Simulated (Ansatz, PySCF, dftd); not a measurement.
Species: P2H4, charge 0, singlet. P2H4 (SMILES PP).
B3LYP-D3(BJ)/def2-TZVP minimum from Ansatz (a program for electronic structure):
```xyz
6

P     -1.0203    -0.4713    -0.0535
P      1.0203     0.4711     0.0549
H     -1.5176     0.2567     1.0604
H     -1.5148     0.4895    -0.9757
H      1.5219    -0.4987     0.9637
H      1.5105    -0.2449    -1.0699
```

Wanted: enthalpy of formation at 298 K (by atomisation, with ideal-gas terms from PySCF's Hessian at B3LYP-D3(BJ)/def2-TZVP and the atoms' measured values of the G2/97 table; no spin-orbit terms), in kcal/mol. UHF or UKS for unpaired electrons; spin-orbit terms are left out. Cores are frozen in correlated methods. Rows without X2C or -DK are non-relativistic. CBS(X,Y): correlation extrapolated as X^-3, Hartree-Fock from the larger set (Q,5: extrapolated as (X+1)exp(-9√X)). A bracket is a step between two methods taken in the basis named. The functionals are non-relativistic, so their misses hold any scalar relativity. Double hybrids freeze cores in their MP2 part. 'core' is core correlation in cc-pwCVTZ (1s frozen past Ne), 'X2C' scalar relativity in cc-pVTZ-DK, both at CCSD(T). Where a partner has so few electrons that a lower coupled-cluster level is exact, that level stands in.

| level | program | enthalpy of formation at 298 K (kcal/mol) | difference against the last row |
|---|---|---|---|
| PBE-D4/def2-TZVPD | Ansatz + dftd4 | 2.8 | -3.1 |
| r2SCAN-D4/def2-TZVPD | Ansatz + dftd4 | 6.8 | 0.9 |
| PBE0-D3(BJ)/def2-TZVPD | Ansatz + dftd3 | 7.9 | 2.0 |
| PBE0-D4/def2-TZVPD | Ansatz + dftd4 | 8.2 | 2.3 |
| wB97X-V/def2-TZVPD | Ansatz | -3.9 | -9.8 |
| B2PLYP/def2-TZVPD | Ansatz | 12.4 | 6.5 |
| B2GP-PLYP-D3(BJ)/def2-TZVPD | Ansatz + dftd3 | 13.2 | 7.3 |
| B2GP-PLYP-D4/def2-TZVPD | Ansatz + dftd4 | 14.6 | 8.7 |
| B2GP-PLYP/def2-TZVPD | Ansatz | 15.6 | 9.7 |
| CCSD/CBS(cc-pV(Q+d)Z,cc-pV(5+d)Z) | Ansatz | 11.9 | 6.0 |
| CCSD(T)/cc-pV(Q+d)Z | Ansatz | 11.5 | 5.6 |
| CCSDT(Q)/cc-pV(D+d)Z | Ansatz | 44.8 | 38.9 |
| CCSDT(Q)/cc-pV(T+d)Z | Ansatz | 20.2 | 14.3 |
| CCSD(T)/CBS(cc-pV(Q+d)Z,cc-pV(5+d)Z) + [CCSDT(Q) - CCSD(T)]/cc-pV(T+d)Z + core + X2C | Ansatz | 5.9 | 0.0 |
